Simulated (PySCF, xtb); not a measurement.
GaHI2O, SMILES [OH][Ga]([I])[I]. The values are those of a single conformer.

Harmonic wavenumbers (cm⁻¹) from xtb with GFN2-xTB at its own minimum, in rising order: 62, 102, 136, 213, 323, 331, 444, 585, 3641.

Problem. What does PBE-D3(BJ)/def2-SVP in PySCF give at its own minimum? (Estimate from the structure and the level; the computed values follow.)

Solution. 63, 120, 137, 198, 286, 338, 682, 813, 3711. Paired by order, the mean absolute difference is 69 cm⁻¹ and the zero-point energies are 8.3 and 9.1 kcal/mol.
